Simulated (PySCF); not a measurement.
Ground-state electric properties of a mixed set of molecules.

All values: B3LYP/def2-SVPD (PySCF) at GFN2-xTB geometries, gas phase, one conformer each. Core orbitals are frozen in the response; Δα² is half the sum of the squared differences of the principal polarisabilities.

(1) Rank by polarisability anisotropy Δα, highest first.
A. `[CH:1]#[C:2][c:3]1[cH:4][cH:5][c:6]([C:7](=[O:8])[F:9])[s:10]1` with C5–C6–C7–O8 180°
B. `[F:1][CH:2]([F:3])[C@@H:4]1[CH2:5][CH:6]=[C:7]([Cl:8])[CH2:9]1` with F1–C2–C4–C5 179°, C2–C4–C5–C6 -100°, C4–C5–C6–C7 -12°, C6–C7–C9–C4 12°, C2–C4–C9–C7 100°
C. benzvalene, `C1=CC2C3C1C23`
D. `Cc1nnc(Cl)n1C`

(2) Rank by HOMO–LUMO gap, highest first.
A. `C#CC1=CC=C(C(=O)F)S1`
B. `Cc1nnc(Cl)n1C`
C. `C12C3C1C3C=C2`
D. `FC(F)[C@@H]1CC=C(Cl)C1`

(3) Rank by HOMO energy, highest first.
A. `C1=CC2C3C1C23`
B. `C(F)(F)[C@H]1CC(=CC1)Cl`
C. `c1c(sc(C#C)c1)C(F)=O`

## Answers

(1) A (15.43 Å³), D (6.33 Å³), B (4.53 Å³), C (1.93 Å³).

(2) B (6.89 eV), D (6.66 eV), C (6.08 eV), A (4.32 eV).

(3) A (-6.07 eV), B (-7.06 eV), C (-7.20 eV).

All values together:

```json
{"SMILES": "FC(F)[C@@H]1CC=C(Cl)C1", "formula": "C6H7ClF2", "μ (D)": "1.73", "HOMO (eV)": "-7.06", "LUMO (eV)": "-0.40", "α (Å³)": "12.37", "Δα (Å³)": "4.53", "electrons": "78", "α per electron (Å³)": "0.159"}
{"SMILES": "C#Cc1ccc(C(=O)F)s1", "formula": "C7H3FOS", "μ (D)": "4.56", "HOMO (eV)": "-7.20", "LUMO (eV)": "-2.88", "α (Å³)": "16.51", "Δα (Å³)": "15.43", "electrons": "78", "α per electron (Å³)": "0.212"}
{"SMILES": "C1=CC2C3C1C23", "formula": "C6H6", "μ (D)": "0.94", "HOMO (eV)": "-6.07", "LUMO (eV)": "0.01", "α (Å³)": "8.83", "Δα (Å³)": "1.93", "electrons": "42", "α per electron (Å³)": "0.210"}
{"SMILES": "Cc1nnc(Cl)n1C", "formula": "C4H6ClN3", "μ (D)": "5.95", "HOMO (eV)": "-7.01", "LUMO (eV)": "-0.12", "α (Å³)": "11.93", "Δα (Å³)": "6.33", "electrons": "68", "α per electron (Å³)": "0.176"}
```

Conformers: `[F:1][CH:2]([F:3])[C@@H:4]1[CH2:5][CH:6]=[C:7]([Cl:8])[CH2:9]1` with F1–C2–C4–C5 179°, C2–C4–C5–C6 -100°, C4–C5–C6–C7 -12°, C6–C7–C9–C4 12°, C2–C4–C9–C7 100°; `[CH:1]#[C:2][c:3]1[cH:4][cH:5][c:6]([C:7](=[O:8])[F:9])[s:10]1` with C5–C6–C7–O8 180°.
